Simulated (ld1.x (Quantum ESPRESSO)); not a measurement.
# PW91 PAW dataset for gallium (Ga), fully relativistic all-electron reference.

ld1.x (Quantum ESPRESSO) 7.5 was run on this input:

```
&input
   title='Ga', zed=31., rel=2, dft='PW91', iswitch=3,
   config='[Ar] 3d10 4s1.5 4p1.5', rel_dist='average',
   nld=5, rlderiv=1.60, eminld=-13.0, emaxld=5.0, deld=0.04
 /
 &inputp
   pseudotype=3, lpaw=.true., tm=.true., lloc=-2, rcloc=1.10,
   nlcc=.true., new_core_ps=.true., rcore=0.80,
   which_augfun='BESSEL', rmatch_augfun=0.85,
   file_pseudopw='Ga.UPF', file_wfcaegen='ae.wfc', file_wfcncgen='nc.wfc', file_beta='beta', file_chi='chi', file_wfcusgen='us.wfc'
 /
6
3S  1  0   2.00   0.00  0.90  1.20  0.0
4S  2  0   1.50   0.00  0.90  1.20  0.0
3P  2  1   6.00   0.00  0.95  1.05  0.0
4P  3  1   1.50   0.00  0.95  1.05  0.0
3D  3  2  10.00   0.00  1.25  1.45  0.0
3D  3  2   0.00   1.30  1.25  1.45  0.0
 &test
   configts(1)='3s2 3p6 3d10 4s1.5 4p1.5'
 /
```

Command:

```bash
ld1.x < Ga.in > Ga.out
```

The program printed (shortened: banner, matrices, multipoles, cross overlaps and the repeated all-electron block are left out):

```
Program LD1 v.7.5
     --------------------------- All-electron run ----------------------------

     Ga
     dirac relativistic calculation

     atomic number is 31.00
     dft =PW91   lsd =0 sic =0 latt =0  beta=0.20 tr2=1.0E-14
     Exchange-correlation= PW91
                           (   1   4   2   2   0   0   0)
     mesh =1205 r(mesh) = 101.09016 a.u. xmin = -7.00 dx = 0.01250
     1 Ry =  13.60569312 eV, c = 137.03599908

     n l j   nl                  e(Ry)          e(Ha)          e(eV)
     Spin orbit split results
     1 0 0.5 1S 1( 2.00)      -751.8951      -375.9475    -10230.0539
     2 0 0.5 2S 1( 2.00)       -92.8329       -46.4164     -1263.0559
     2 1 0.5 2P 1( 2.00)       -82.2024       -41.1012     -1118.4206
     2 1 1.5 2P 1( 4.00)       -80.1684       -40.0842     -1090.7467
     3 0 0.5 3S 1( 2.00)       -10.9561        -5.4781      -149.0656
     3 1 0.5 3P 1( 2.00)        -7.5203        -3.7602      -102.3190
     3 1 1.5 3P 1( 4.00)        -7.2534        -3.6267       -98.6875
     3 2 1.5 3D 1( 4.00)        -1.5048        -0.7524       -20.4740
     3 2 2.5 3D 1( 6.00)        -1.4708        -0.7354       -20.0111
     4 0 0.5 4S 1( 1.50)        -0.7049        -0.3524        -9.5904
     4 1 0.5 4P 1( 0.50)        -0.2282        -0.1141        -3.1047
     4 1 1.5 4P 1( 1.00)        -0.2189        -0.1094        -2.9777
     Averaged results
     1 0     1S 1( 2.00)      -751.8951      -375.9475    -10230.0539
     2 0     2S 1( 2.00)       -92.8329       -46.4164     -1263.0559
     2 1     2P 1( 6.00)       -80.8464       -40.4232     -1099.9713
     3 0     3S 1( 2.00)       -10.9561        -5.4781      -149.0656
     3 1     3P 1( 6.00)        -7.3424        -3.6712       -99.8980
     3 2     3D 1(10.00)        -1.4844        -0.7422       -20.1963
     4 0     4S 1( 1.50)        -0.7049        -0.3524        -9.5904
     4 1     4P 1( 1.50)        -0.2220        -0.1110        -3.0200

     final scf error:  1.1E-15 reached in  31 iterations

     Etot =   -3888.705333 Ry,   -1944.352666 Ha,  -52908.531403 eV

     Ekin =    3965.872660 Ry,    1982.936330 Ha,   53958.446379 eV
     Encl =   -9380.090567 Ry,   -4690.045283 Ha, -127622.633719 eV
     Eh   =    1677.452927 Ry,     838.726463 Ha,   22822.909753 eV
     Exc  =    -151.940353 Ry,     -75.970176 Ha,   -2067.253815 eV

     normalization and overlap integrals

     s(1S/1S) =  1.000000  <r> =   0.0486  <r2> =    0.0032  r(max) =   0.0319
     s(2S/2S) =  1.000000  <r> =   0.2176  <r2> =    0.0559  r(max) =   0.1833
     s(2P/2P) =  1.000000  <r> =   0.1883  <r2> =    0.0436  r(max) =   0.1446
     s(2P/2P) =  1.000000  <r> =   0.1918  <r2> =    0.0451  r(max) =   0.1482
     s(3S/3S) =  1.000000  <r> =   0.6517  <r2> =    0.4907  r(max) =   0.5647
     s(3P/3P) =  1.000000  <r> =   0.6718  <r2> =    0.5326  r(max) =   0.5647
     s(3P/3P) =  1.000000  <r> =   0.6826  <r2> =    0.5498  r(max) =   0.5718
     s(3D/3D) =  1.000000  <r> =   0.8047  <r2> =    0.8483  r(max) =   0.5305
     s(3D/3D) =  1.000000  <r> =   0.8110  <r2> =    0.8625  r(max) =   0.5371
     s(4S/4S) =  1.000000  <r> =   2.3113  <r2> =    6.2074  r(max) =   1.8748
     s(4P/4P) =  1.000000  <r> =   3.2566  <r2> =   12.7937  r(max) =   2.4683
     s(4P/4P) =  1.000000  <r> =   3.3215  <r2> =   13.3136  r(max) =   2.4993

     ------------------------ End of All-electron run ------------------------

     --------------------- Generating PAW atomic setup --------------------

      Generating local potential from pseudized AE potential:
      Matching radius rcloc =   1.1000
      Enforcing V''(0)=0 (lloc=-2)

      Local pseudo, rcloc= 1.095 Estimated cut-off energy=    26.41 Ry

      Computing core charge for nlcc:

       r > 0.80 : true rho core
      Core charge pseudized with two Bessel functions
      Integrated core pseudo-charge :   0.07

     Fully relativistic calculation: |psi|^2

     Wfc 3S LC norm =  0.99945514 SC norm =  0.00054473 missing  0.00000013
     Speed at rcutus      1.009 a.u.,  v/c =  0.007363,  (v/c)^2 = -0.00005421

     Wfc 4S LC norm =  0.99994747 SC norm =  0.00004703 missing  0.00000550
     Speed at rcutus      0.934 a.u.,  v/c =  0.006818,  (v/c)^2 =  0.00004649

     Wfc 3P LC norm =  0.99950489 SC norm =  0.00049499 missing  0.00000013
     Speed at rcutus      0.729 a.u.,  v/c =  0.005319,  (v/c)^2 = -0.00002829

     Wfc 3P LC norm =  0.99951722 SC norm =  0.00048234 missing  0.00000043
     Speed at rcutus      0.659 a.u.,  v/c =  0.004809,  (v/c)^2 = -0.00002313

     Wfc 4P LC norm =  0.99997347 SC norm =  0.00002499 missing  0.00000154
     Speed at rcutus      0.359 a.u.,  v/c =  0.002623,  (v/c)^2 =  0.00000688

     Wfc 4P LC norm =  0.99997445 SC norm =  0.00001846 missing  0.00000709
     Speed at rcutus      0.323 a.u.,  v/c =  0.002360,  (v/c)^2 =  0.00000557

     Wfc 3D LC norm =  0.99965260 SC norm =  0.00034734 missing  0.00000005
     Speed at rcutus      0.569 a.u.,  v/c =  0.004151,  (v/c)^2 =  0.00001723

     Wfc 3D LC norm =  0.99965637 SC norm =  0.00034024 missing  0.00000339
     Speed at rcutus      0.581 a.u.,  v/c =  0.004238,  (v/c)^2 =  0.00001796
      Wfc-us  3S rcutus= 1.210  Estimated cut-off energy=    37.96 Ry
      Wfc-us  4S rcutus= 1.210  Estimated cut-off energy=    78.44 Ry
      Wfc-us  3P rcutus= 1.042  Estimated cut-off energy=    76.92 Ry
      Wfc-us  3P rcutus= 1.042  Estimated cut-off energy=    76.71 Ry
      Wfc-us  4P rcutus= 1.042  Estimated cut-off energy=   141.23 Ry
      Wfc-us  4P rcutus= 1.042  Estimated cut-off energy=   139.82 Ry
      Wfc-us  3D rcutus= 1.442  Estimated cut-off energy=    56.93 Ry
      Wfc-us  3D rcutus= 1.442  Estimated cut-off energy=    56.89 Ry
      Wfc-us  3D rcutus= 1.442  Estimated cut-off energy=   103.41 Ry
      Wfc-us  3D rcutus= 1.442  Estimated cut-off energy=   103.27 Ry

     Required augmentation: BESSEL   radius:    0.850000
     Suggested rho cutoff for augmentation: 136.45 Ry

     Estimated PAW energy = -618.908633 Ryd

     ------------------- End of pseudopotential generation -------------------

     Computing logarithmic derivative in   1.60365
     Computing logarithmic derivative in   1.60365
     Computing the partial wave expansion
     R is outside the sphere for l=    0 j= 0.50
     R is outside the sphere for l=    0 j= 0.50
     R is outside the sphere for l=    1 j= 0.50
     R is outside the sphere for l=    1 j= 0.50
     R is outside the sphere for l=    1 j= 1.50
     R is outside the sphere for l=    1 j= 1.50
     R is outside the sphere for l=    2 j= 1.50
     R is outside the sphere for l=    2 j= 1.50
     R is outside the sphere for l=    2 j= 2.50
     R is outside the sphere for l=    2 j= 2.50

     ---------------------- Testing the pseudopotential ----------------------

     Ga
     dirac relativistic calculation

     atomic number is 31.00   valence charge is 21.00
     dft = SLA  PW   GGX  GGC   lsd =0 sic =0 latt =0  beta=0.20 tr2=1.0E-14
     mesh =1205 r(mesh) = 101.09016 xmin = -7.00 dx = 0.01250

     n l  j  nl             e AE (Ry)       e PS (Ry)    De AE-PS (Ry)
     1 0 0.5 3S   1( 2.00)      -10.95612      -10.95613        0.00001
     2 1 0.5 3P   1( 2.00)       -7.52031       -7.52032        0.00000
     2 1 1.5 3P   1( 4.00)       -7.25340       -7.25341        0.00002
     3 2 1.5 3D   1( 4.00)       -1.50481       -1.50481       -0.00001
     3 2 2.5 3D   1( 6.00)       -1.47079       -1.47078       -0.00000
     2 0 0.5 4S   1( 1.50)       -0.70488       -0.70489        0.00001
     3 1 0.5 4P   1( 0.50)       -0.22819       -0.22817       -0.00002
     3 1 1.5 4P   1( 1.00)       -0.21886       -0.21886        0.00000

     eps = 7.8E-15  iter =  8

     Etot =   -3888.705333 Ry,   -1944.352666 Ha,  -52908.531403 eV
     Etotps =  -618.908359 Ry,    -309.454179 Ha,   -8420.677201 eV

     Ekin =     574.299171 Ry,     287.149586 Ha,    7813.738287 eV
     Encl =   -1491.573019 Ry,    -745.786510 Ha,  -20293.884771 eV
     Ehrt =     450.305918 Ry,     225.152959 Ha,    6126.724125 eV
     Ecxc =    -151.940428 Ry,     -75.970214 Ha,   -2067.254841 eV
     (Ecc =      -0.058004 Ry,      -0.029002 Ha,      -0.789179 eV)

     ---------------------- End of pseudopotential test ----------------------
```

Generation and configuration tests took about 6.3 s on one core of a shared server CPU.

Transferability test of the new file with ld1.x, input:

```
&input
   title='Ga', zed=31., rel=2, dft='PW91', iswitch=2,
   config='[Ar] 3d10 4s1.5 4p1.5', rel_dist='average'
 /
 &test
   file_pseudo='Ga.UPF', nconf=8,
   configts(1)='3s2 3p6 3d10 4s1.5 4p1.5',
   configts(2)='3s2 3p6 3d10 4s2 4p1',
   configts(3)='3s2 3p6 3d10 4s2 4p0',
   configts(4)='3s2 3p6 3d10 4s1 4p0',
   configts(5)='3s2 3p5 3d10 4s2 4p1',
   configts(6)='3s1 3p6 3d10 4s2 4p1',
   configts(7)='3s2 3p6 3d10 4s1 4p2',
   configts(8)='3s2 3p6 3d9 4s2 4p1'
 /
```

```bash
ld1.x < Ga.test.in > Ga.test.out
```

Pseudopotential blocks of its output, shortened (energy terms left out; the distinct warnings before each block abridged to one line each):

```
     ---------------------- Testing the pseudopotential ----------------------

     n l  j  nl             e AE (Ry)       e PS (Ry)    De AE-PS (Ry)
     1 0 0.5 3S   1( 2.00)      -10.95612      -10.95613        0.00001
     2 1 0.5 3P   1( 2.00)       -7.52031       -7.52032        0.00000
     2 1 1.5 3P   1( 4.00)       -7.25340       -7.25341        0.00002
     3 2 1.5 3D   1( 4.00)       -1.50481       -1.50481       -0.00001
     3 2 2.5 3D   1( 6.00)       -1.47079       -1.47078       -0.00000
     2 0 0.5 4S   1( 1.50)       -0.70488       -0.70489        0.00001
     3 1 0.5 4P   1( 0.50)       -0.22819       -0.22817       -0.00002
     3 1 1.5 4P   1( 1.00)       -0.21886       -0.21886        0.00000

     eps = 5.1E-15  iter =  7

     Etot =   -3888.705333 Ry,   -1944.352666 Ha,  -52908.531403 eV
     Etotps =  -618.908358 Ry,    -309.454179 Ha,   -8420.677197 eV

     ---------------------- End of pseudopotential test ----------------------

          ---------------------- Testing the pseudopotential ----------------------

     n l  j  nl             e AE (Ry)       e PS (Ry)    De AE-PS (Ry)
     1 0 0.5 3S   1( 2.00)      -10.88328      -10.88352        0.00024
     2 1 0.5 3P   1( 2.00)       -7.44754       -7.44773        0.00019
     2 1 1.5 3P   1( 4.00)       -7.18058       -7.18077        0.00019
     3 2 1.5 3D   1( 4.00)       -1.43393       -1.43417        0.00023
     3 2 2.5 3D   1( 6.00)       -1.39996       -1.40020        0.00023
     2 0 0.5 4S   1( 2.00)       -0.66301       -0.66303        0.00002
     3 1 0.5 4P   1( 0.33)       -0.19830       -0.19828       -0.00002
     3 1 1.5 4P   1( 0.67)       -0.18967       -0.18967       -0.00000

     eps = 7.9E-15  iter = 13

     Etot =   -3888.943746 Ry,   -1944.471873 Ha,  -52911.775182 eV
     Etotps =  -619.146781 Ry,    -309.573390 Ha,   -8423.921094 eV
     dEtot_ae =      -0.238413 Ry
     dEtot_ps =      -0.238422 Ry,   Delta E=       0.000009 Ry

     ---------------------- End of pseudopotential test ----------------------

          ---------------------- Testing the pseudopotential ----------------------

     n l  j  nl             e AE (Ry)       e PS (Ry)    De AE-PS (Ry)
     1 0 0.5 3S   1( 2.00)      -11.49408      -11.49438        0.00030
     2 1 0.5 3P   1( 2.00)       -8.05855       -8.05879        0.00024
     2 1 1.5 3P   1( 4.00)       -7.79167       -7.79190        0.00023
     3 2 1.5 3D   1( 4.00)       -2.04376       -2.04406        0.00030
     3 2 2.5 3D   1( 6.00)       -2.00973       -2.01003        0.00030
     2 0 0.5 4S   1( 2.00)       -1.20717       -1.20719        0.00002
     3 1 0.5 4P   1( 0.00)       -0.68064       -0.68059       -0.00005
     3 1 1.5 4P   1( 0.00)       -0.66810       -0.66808       -0.00002

     eps = 8.1E-15  iter = 10

     Etot =   -3888.521214 Ry,   -1944.260607 Ha,  -52906.026340 eV
     Etotps =  -618.724272 Ry,    -309.362136 Ha,   -8418.172567 eV
     dEtot_ae =       0.184119 Ry
     dEtot_ps =       0.184087 Ry,   Delta E=       0.000032 Ry

     ---------------------- End of pseudopotential test ----------------------

          Warning: n=2, l=1 expected 0 nodes, found 1
     ---------------------- Testing the pseudopotential ----------------------

     n l  j  nl             e AE (Ry)       e PS (Ry)    De AE-PS (Ry)
     1 0 0.5 3S   1( 2.00)      -12.38090      -12.38066       -0.00024
     2 1 0.5 3P   1( 2.00)       -8.94527       -8.94504       -0.00023
     2 1 1.5 3P   1( 4.00)       -8.67854       -8.67835       -0.00020
     3 2 1.5 3D   1( 4.00)       -2.92211       -2.92182       -0.00029
     3 2 2.5 3D   1( 6.00)       -2.88780       -2.88753       -0.00027
     2 0 0.5 4S   1( 1.00)       -1.92197       -1.92200        0.00004
     3 1 0.5 4P   1( 0.00)       -1.32081       -1.32078       -0.00003
     3 1 1.5 4P   1( 0.00)       -1.30326       -1.30326       -0.00000

     eps = 9.4E-15  iter = 13

     Etot =   -3886.961408 Ry,   -1943.480704 Ha,  -52884.804105 eV
     Etotps =  -617.164443 Ry,    -308.582222 Ha,   -8396.950022 eV
     dEtot_ae =       1.743924 Ry
     dEtot_ps =       1.743915 Ry,   Delta E=       0.000009 Ry

     ---------------------- End of pseudopotential test ----------------------

          Warning: n=1, l=0 expected 0 nodes, found 1
     Warning: n=3, l=2 expected 0 nodes, found 1
     ---------------------- Testing the pseudopotential ----------------------

     n l  j  nl             e AE (Ry)       e PS (Ry)    De AE-PS (Ry)
     1 0 0.5 3S   1( 2.00)      -12.32597      -12.32408       -0.00189
     2 1 0.5 3P   1( 1.67)       -8.87872       -8.87794       -0.00078
     2 1 1.5 3P   1( 3.33)       -8.60590       -8.60510       -0.00080
     3 2 1.5 3D   1( 4.00)       -2.79296       -2.79023       -0.00272
     3 2 2.5 3D   1( 6.00)       -2.75620       -2.75346       -0.00274
     2 0 0.5 4S   1( 2.00)       -1.43319       -1.43266       -0.00053
     3 1 0.5 4P   1( 0.33)       -0.83561       -0.83559       -0.00003
     3 1 1.5 4P   1( 0.67)       -0.81894       -0.81894        0.00001

     eps = 9.1E-15  iter = 82

     Etot =   -3880.983267 Ry,   -1940.491634 Ha,  -52803.467347 eV
     Etotps =  -611.186277 Ry,    -305.593139 Ha,   -8315.612933 eV
     dEtot_ae =       7.722066 Ry
     dEtot_ps =       7.722081 Ry,   Delta E=      -0.000015 Ry

     ---------------------- End of pseudopotential test ----------------------

          Warning: convergence not achieved
     ---------------------- Testing the pseudopotential ----------------------

     n l  j  nl             e AE (Ry)       e PS (Ry)    De AE-PS (Ry)
     1 0 0.5 3S   1( 1.00)      -12.34294      -12.18970       -0.15324  !
     2 1 0.5 3P   1( 2.00)       -8.89490       -8.74403       -0.15087  !
     2 1 1.5 3P   1( 4.00)       -8.62183       -8.47158       -0.15026  !
     3 2 1.5 3D   1( 4.00)       -2.80932       -2.66178       -0.14754  !
     3 2 2.5 3D   1( 6.00)       -2.77247       -2.62519       -0.14728  !
     2 0 0.5 4S   1( 2.00)       -1.43364       -1.34797       -0.08567  !
     3 1 0.5 4P   1( 0.33)       -0.83564       -0.76245       -0.07320  !
     3 1 1.5 4P   1( 0.67)       -0.81896       -0.74660       -0.07236  !

     eps = 9.4E-02  iter =201

     Etot =   -3877.353645 Ry,   -1938.676823 Ha,  -52754.083825 eV
     Etotps =  -603.089020 Ry,    -301.544510 Ha,   -8205.444126 eV
     dEtot_ae =      11.351688 Ry
     dEtot_ps =      15.819339 Ry,   Delta E=      -4.467651 Ry

     ---------------------- End of pseudopotential test ----------------------

          ---------------------- Testing the pseudopotential ----------------------

     n l  j  nl             e AE (Ry)       e PS (Ry)    De AE-PS (Ry)
     1 0 0.5 3S   1( 2.00)      -11.02504      -11.02483       -0.00021
     2 1 0.5 3P   1( 2.00)       -7.58914       -7.58896       -0.00018
     2 1 1.5 3P   1( 4.00)       -7.32227       -7.32211       -0.00015
     3 2 1.5 3D   1( 4.00)       -1.57170       -1.57147       -0.00024
     3 2 2.5 3D   1( 6.00)       -1.53762       -1.53739       -0.00023
     2 0 0.5 4S   1( 1.00)       -0.74331       -0.74332        0.00001
     3 1 0.5 4P   1( 0.67)       -0.25588       -0.25586       -0.00002
     3 1 1.5 4P   1( 1.33)       -0.24592       -0.24592        0.00000

     eps = 4.0E-15  iter = 18

     Etot =   -3888.461043 Ry,   -1944.230522 Ha,  -52905.207678 eV
     Etotps =  -618.664060 Ry,    -309.332030 Ha,   -8417.353352 eV
     dEtot_ae =       0.244289 Ry
     dEtot_ps =       0.244298 Ry,   Delta E=      -0.000009 Ry

     ---------------------- End of pseudopotential test ----------------------

          ---------------------- Testing the pseudopotential ----------------------

     n l  j  nl             e AE (Ry)       e PS (Ry)    De AE-PS (Ry)
     1 0 0.5 3S   1( 2.00)      -12.25975      -12.25533       -0.00442
     2 1 0.5 3P   1( 2.00)       -8.81185       -8.80855       -0.00330
     2 1 1.5 3P   1( 4.00)       -8.53969       -8.53651       -0.00318
     3 2 1.5 3D   1( 3.60)       -2.74233       -2.73773       -0.00461
     3 2 2.5 3D   1( 5.40)       -2.70578       -2.70119       -0.00458
     2 0 0.5 4S   1( 2.00)       -1.42697       -1.42639       -0.00057
     3 1 0.5 4P   1( 0.33)       -0.83293       -0.83286       -0.00007
     3 1 1.5 4P   1( 0.67)       -0.81645       -0.81641       -0.00004

     eps = 7.6E-15  iter = 51

     Etot =   -3886.901288 Ry,   -1943.450644 Ha,  -52883.986127 eV
     Etotps =  -617.105948 Ry,    -308.552974 Ha,   -8396.154149 eV
     dEtot_ae =       1.804045 Ry
     dEtot_ps =       1.802411 Ry,   Delta E=       0.001634 Ry

     ---------------------- End of pseudopotential test ----------------------
```
